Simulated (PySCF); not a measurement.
Species: C₆H₈N₂.
SMILES with atom numbers: `[CH3:1][c:2]1[cH:3][n:4][n:5][cH:6][c:7]1[CH3:8]` (hydrogens: H9, H10, H11 on C1; H12 on C3; H13 on C6; H14, H15, H16 on C8)

Geometry (GFN2-xTB, Å), atoms numbered from 1 in this order:
```
atom  x, y, z in Å
C1     0.4089   -1.8283   -0.0525
C2    -0.3989   -0.5747   -0.1124
C3    -1.7722   -0.5984   -0.3670
N4    -2.5250    0.4805   -0.4283
N5    -1.9982    1.6544   -0.2493
C6    -0.7089    1.7703   -0.0063
C7     0.1666    0.6850    0.0786
C8     1.6213    0.8709    0.3561
H9    -0.2183   -2.6987   -0.2276
H10    0.8841   -1.9277    0.9233
H11    1.1978   -1.8055   -0.8040
H12   -2.2915   -1.5334   -0.5292
H13   -0.3533    2.7833    0.1280
H14    1.9038    0.3437    1.2671
H15    1.8591    1.9253    0.4720
H16    2.2171    0.4625   -0.4600
```

Computed with TDDFT CAM-B3LYP/def2-SVPD, vertical, gas phase, core orbitals frozen in the response (PySCF).

Frontier orbitals with the atoms that hold most of them (Löwdin shares over 4%, at most four atoms; ? is withheld):

| orbital | ε (eV) | atoms |
| --- | --- | --- |
| LUMO+2 | 0.99 | C1 18%, C8 18%, H10 8%, H14 8% |
| LUMO+1 | 0.41 | C3 21%, C6 21%, C7 12%, C2 12% |
| LUMO | -0.04 | N5 20%, N4 20%, C2 18%, C7 18% |
| HOMO | -7.86 | ? |
| HOMO-1 | -9.43 | ? |
| HOMO-2 | -9.49 | C3 23%, C6 23%, N5 15%, N4 15% |
| HOMO-3 | -10.30 | N5 29%, N4 29%, C3 9%, C6 9% |

(1) Which atoms hold the HOMO, and with what shares?

(2) Which atoms hold the HOMO-1, and with what shares?

(3) The HOMO–LUMO gap is 7.82 eV. Where does the response calculation put the lowest singlet, and from which orbitals?

(4) Give energy, strength and leading configuration of S1 and S2, and follow the Löwdin shares of the leading atoms from the occupied to the empty orbital.

Results:

(1) N4 (bonded to C and N) 39%; N5 (bonded to C and N) 39%; C3 (bonded to C, N and H) 8%; C6 (bonded to C, N and H) 8%. By element: nitrogen 77%, carbon 16% or more.

(2) C7 (bonded to 3 C) 23%; C2 (bonded to 3 C) 23%; N4 (bonded to C and N) 12%; N5 (bonded to C and N) 12%. By element: carbon 46% or more, nitrogen 23%.

(3) S1 is at 3.76 eV (f = 0.0047), 4.06 eV below the gap, made of HOMO→LUMO (98%). 

(4) 
- S1 (3.76 eV, f 0.0047), HOMO→LUMO (98%): N4 39% → 20%, N5 39% → 20%
- S2 (4.27 eV, f 0.0000), HOMO→LUMO+1 (99%): N4 39% → at most 12%, N5 39% → at most 12%, C3 8% → 21%, C6 8% → 21%

Löwdin shares depend on the basis, the more so with diffuse functions.
